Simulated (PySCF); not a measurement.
B3LYP has the VWN-RPA correlation part, as in Gaussian. Excitations are Tamm–Dancoff values on a coarser integration grid. The basis has no diffuse functions, so Rydberg states are missing or too high.

Z-matrix (Å, degrees):
```
C
C 1 1.3534
H 1 1.0877 2 118.58
H 2 1.0886 1 116.84 3 -180.00
C 1 1.4455 3 116.10 2 179.99
C 5 1.3364 1 123.31 3 -0.01
H 6 1.0816 5 121.82 1 -179.99
H 6 1.0837 7 117.00 5 -180.00
H 5 1.0857 6 119.84 7 0.00
B 2 1.5258 4 121.50 1 179.98
H 10 1.1927 2 121.72 4 0.00
H 10 1.1948 11 119.18 2 179.99
```
Charge 0, multiplicity 1.

### Question
Estimate the brightest of the four lowest singlets (TDA), T1 excitation (TDA) and total energy that B3LYP-D3(BJ)/def2-TZVP (PySCF 2.14.0) returns for this input.

### Answer

```json
{
  "brightest of the four lowest singlets (TDA)": "5.07 eV",
  "T1 excitation (TDA)": "2.69 eV",
  "total_energy": "-181.5236 Ha"
}
```
